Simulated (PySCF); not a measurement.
H5B3N3 (SMILES B1[N]BNBN1), doublet, at a GFN2-xTB geometry. Base run: CCSD(T)/STO-3G run with PySCF.

The PySCF input:
```python
from pyscf import gto, scf, cc

mol = gto.Mole()
mol.atom = '''
    B    -0.91062503    1.13149532    0.29076823
    N    -1.37695949   -0.12573446    0.01619112
    B    -0.69719392   -1.27831028   -0.27186253
    N     0.73883889   -1.11549616   -0.28144257
    B     1.35780215    0.12398515   -0.01596586
    N     0.53097538    1.23144686    0.26651132
    H    -1.57325668    2.06827039    0.52850262
    H    -1.18458869   -2.32009784   -0.49607420
    H     1.29505236   -1.93143915   -0.48782490
    H     2.52800212    0.23083975   -0.02972578
    H     0.93489140    2.13506227    0.46160388
'''
mol.basis = 'sto-3g'
mol.spin = 1
mol.verbose = 4
mol.build()

mf = scf.UHF(mol)
mf.kernel()

mycc = cc.CCSD(mf)
mycc.kernel()
et = mycc.ccsd_t()
print('E(CCSD(T)) = %.10f' % (mycc.e_tot + et))
```

Problem. The base was run again with changes. Order these runs by total energy, lowest first: method = mp2 | frozen = 5 | method = cisd | frozen = 7.

Solution. frozen = 5 (ΔE vs base (mEh) 1.907), frozen = 7 (ΔE vs base (mEh) 27.325), method = cisd (ΔE vs base (mEh) 48.400), method = mp2 (ΔE vs base (mEh) 69.549)

Open shells are given as the SCF converged; they aren't shown to be the lowest states, and a large step between rows can be another state.
